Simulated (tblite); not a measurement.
Species: C6H8GeO2.
Atom-mapped SMILES: `[CH3:1][O:2][C:3](=[O:4])[C:5]1=[CH:6][GeH2:7][CH:8]=[CH:9]1` (hydrogens: H10, H11, H12 on C1; H13 on C6; H14, H15 on Ge7; H16 on C8; H17 on C9)

Structure used (GFN2-xTB), in Å, numbered top down from 1:
```
atom  x, y, z in Å
C1     3.2976    0.1332    0.3917
O2     1.9125   -0.1362    0.5377
C3     1.1116    0.4085   -0.3930
O4     1.5243    1.0873   -1.3020
C5    -0.3154    0.0801   -0.1702
C6    -0.7769   -0.6756    0.8415
Ge7   -2.7183   -0.7983    0.6739
C8    -2.5805    0.3184   -0.9184
C9    -1.2943    0.6157   -1.1204
H10    3.4821    1.2086    0.4364
H11    3.7955   -0.3746    1.2134
H12    3.6586   -0.2430   -0.5678
H13   -0.1189   -1.1027    1.5775
H14   -3.2280   -2.1927    0.4599
H15   -3.4711   -0.2091    1.8300
H16   -3.3640    0.6702   -1.5671
H17   -0.9218    1.2222   -1.9328
```

Level: GFN2-xTB in tblite, geometry and Hessian alike; calculated harmonic values, unscaled, isolated species. This tight-binding method is rough: wavenumbers can miss measured ones by several per cent, in bad cases by 10 to 20. Modes of hydrogen on germanium can be 10 to 20 % off. One conformer, not necessarily the lowest.

Harmonic wavenumbers (cm⁻¹): 26.6, 51.4, 90.7, 129.0, 178.3, 244.3, 274.6, 288.2, 419.0, 423.1, 431.3, 471.8, 564.6, 585.9, 631.0, 698.3, 698.4, 755.2, 779.0, 796.4, 819.2, 884.5, 915.6, 982.9, 1067.6, 1100.8, 1123.7, 1149.6, 1155.9, 1214.8, 1303.9, 1388.7, 1442.5, 1464.6, 1551.4, 1608.0, 1738.3, 1970.4, 2025.5, 2975.1, 2988.0, 3045.5, 3078.1, 3098.3, 3109.3.

A = 3272, B = 565.8, C = 486.6 MHz; mass 185.974 u (most abundant isotopes); point group Cs, symmetry number 1.

Q: What is the zero-point energy?

A: Half the sum of the wavenumbers: 25870 cm⁻¹ = 73.97 kcal/mol.

Q: Entropy at 500 K, 1 bar (ideal gas, RRHO, classical rotation)?

A: Translation 44.16, rotation 31.80, vibration 52.16: S = 128.1 cal/(mol K).

Q: And Cp and H(500 K) − H(0)?

A: Cp = 56.12 cal/(mol K), of which vibrations give 48.18 (their classical limit is 45 R = 89.4); H(500 K) − H(0) = 16.89 kcal/mol without the zero-point energy, 12.92 from vibrations.

Q: Which modes carry the vibrational entropy at 500 K?

A: 26.6 cm⁻¹: 7.09; 51.4 cm⁻¹: 5.79; 90.7 cm⁻¹: 4.66; 129.0 cm⁻¹: 3.97; 178.3 cm⁻¹: 3.34; 244.3 cm⁻¹: 2.73 cal/(mol K); the other 39 give 24.58 together.

Q: What must be added to the electronic energy to get the Gibbs energy at 500 K and 1 bar?

A: ZPE + [H(500 K) − H(0)] − T·S = 73.97 + 16.89 − 64.06 = 26.80 kcal/mol.

Q: Blend soft modes into free rotors: weight 1/[1 + (100 cm⁻¹/ν̃)⁴] for the oscillator and the rest for a rotor with moment μB/(μ + B), μ = h/(8π²ν), B = 10⁻⁴⁴ kg m². What vibrational entropy results?

A: 47.12 cal/(mol K) in place of 52.16, which changes −T·S at 500 K by +2.52 kcal/mol.

Q: How do the functions run with temperature in this model?

A: 
```tsv
T (K)	S (cal/(mol K))	Cp (cal/(mol K))	H − H(0) (kcal/mol)	G − H(0) (kcal/mol)	ln q(vib)
100	73.7	18.9	1.36	-6.01	2.44
200	89.9	29.3	3.76	-14.22	5.21
300	103.8	39.6	7.21	-23.91	7.93
800	158.1	71.0	36.19	-90.27	20.68
1000	174.6	77.2	51.05	-123.58	25.19
```

q(vib) and H(0) count from the zero-point level.

Hindered rotation and anharmonicity are outside this model. Other conformers, if any are populated, would add a mixing term that is left out.
